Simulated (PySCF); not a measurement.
Cartesian coordinates (Å):
SMILES: BCB
```xyz
9

B      1.2460    -0.1591    -0.2967
C     -0.1152     0.5792    -0.2210
B     -1.1676    -0.3743     0.4014
H      1.7831    -0.3688    -1.3455
H      1.7699    -0.5438     0.7086
H     -0.4257     1.0693    -1.1421
H      0.0543     1.3063     0.5947
H     -2.1391    -0.7136    -0.2098
H     -1.0057    -0.7952     1.5104
```
Charge 0, spin multiplicity 1.

Task: Give the LUMO, total energy, dipole moment, HOMO and HOMO–LUMO gap at the level PySCF 2.14.0 with PBE0-D3(BJ)/def2-TZVP.

Result: 
LUMO: -1.86 eV
total energy: -91.2705 Ha
dipole moment: 0.168 e·Å
HOMO: -9.03 eV
HOMO–LUMO gap: 7.17 eV
